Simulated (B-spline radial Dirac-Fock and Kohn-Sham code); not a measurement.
# Radiative decay of the L3 hole in Fe

System: neutral iron, configuration [Ar] 3d6 4s2.

The computed values come from a radial atomic solver: one-electron (LDA, Dirac) transition rates at Dirac-Fock energies.

| line | multipole | energy (eV) | width (meV) | share (%) | tabulated share (%) |
| --- | --- | --- | --- | --- | --- |
| L3-M1 | E1 | 612.4 | 0.175 | 7.97 | 9.55 |
| L3-M4 | E1 | 710.5 | 0.202 | 9.20 | 9.06 |
| L3-M5 | E1 | 710.7 | 1.81 | 82.1 | 80.7 |
| L3-N1 | E1 | 715.5 | 0.0168 | 0.762 | – |

The listed lines hold 100.0 % of the radiative rate. The radiative width is 0.00220 eV in the length form and 0.00230 eV in the velocity form; the two differ because the transition energies are not eigenvalue differences of the potential that gave the orbitals. Tabulated shares: Scofield radiative rates as tabulated in xraylib 4.2.
